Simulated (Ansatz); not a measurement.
The same atomization along the group O, S, Se, Te.

Program: Ansatz. Geometries: PBE0-D4/def2-TZVP. ΔE: electronic, gas phase. CCSD(T)/CBS is the MP2 limit (def2-TZVPP, def2-QZVPP) plus CCSD(T) − MP2 in def2-TZVPP, frozen cores. This one scheme is used for every species, atoms too. Functionals use def2-TZVPP. B3LYP here is the variant with VWN-RPA as its local correlation; programs differ in this. No spin–orbit coupling; open shells (•) take unrestricted orbitals. Spin–orbit coupling would lower the free atoms: a little for C, O, S; clearly for Ge, Se; strongly for Te. def2 core potentials past Kr. For Ge, Se, Te outer-core shells are correlated without core-valence functions, so the limit isn't a true one: a few kJ/mol of doubt a bond, and 10 to 20 or more in all where bonds break to atoms. Scalar relativity is left out up to krypton.

```csv
reaction,CCSD(T)/CBS(def2) (kJ/mol)
`C[O][GeH3]` → C• + Ge• + 6 H• + O•,2942
`C[S][GeH3]` → C• + Ge• + 6 H• + S•,?
`C[Se][GeH3]` → C• + Ge• + 6 H• + Se•,2748
`C[Te][GeH3]` → C• + Ge• + 6 H• + Te•,2689
```

Fill in the missing values. (Best estimate.)

Computed: `C[S][GeH3]` → C• + Ge• + 6 H• + S•: +2802.3 kJ/mol.

Largest T1 diagnostic: 0.011, for `C[O][GeH3]`.

For atomizations the MP2-based limit and the directly extrapolated one differ by several kJ/mol either way, and by 10 to 25 for some Ge, Se and Sn compounds, so smaller differences from it don't rank the levels.
